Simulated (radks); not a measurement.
Question: Isoelectronic series with 37 electrons, each ion in its NIST ground configuration. All-electron calculation, Dirac Kohn-Sham, PBEsol, spin-unpolarised, spherical densities, finite nucleus; open shells are shared between the two j in proportion to 2j + 1; Fermi nuclear charge, rms radius of each element as measured or else 0.836 A^(1/3) + 0.57 fm. Program: a radial shooting solver on a logarithmic mesh with Libxc functionals. Total energies (hartree) and orbital eigenvalues (Ry) (* marks an orbital that is empty in some or all of the ions):

| ion | configuration | E (hartree) | 5s1/2* | 4p3/2 |
|---|---|---|---|---|
| Rb | [Kr] 5s1 | -2979.57179 | -0.16334 | -1.15320 |
| Tc6+ | [Kr] 4d1 | -4275.78437 | -4.44994 | -9.03826 |
| Pd9+ | [Kr] 4d1 | -5021.48772 | -7.99903 | -15.05523 |
| In12+ | [Kr] 4d1 | -5833.27839 | -12.37285 | -22.29197 |
| Te15+ | [Kr] 4d1 | -6712.20039 | -17.55575 | -30.72356 |
| Cs18+ | [Kr] 4d1 | -7659.4674 | -23.54380 | -40.33854 |
| Ce21+ | [Kr] 4d1 | -8676.4364 | -30.33945 | -51.13213 |
| Pm24+ | [Kr] 4d1 | -9764.6319 | -37.94931 | -63.10347 |
| Gd27+ | [Kr] 4d1 | -10925.7267 | -46.38311 | -76.25423 |
| Ho30+ | [Kr] 4d1 | -12161.6888 | -55.65352 | -90.58789 |

Estimate the row of Zr3+ ([Kr] 4d1).

Answer: E (hartree) -3595.29783; 5s1/2* -1.76998; 4p3/2 -4.30212.
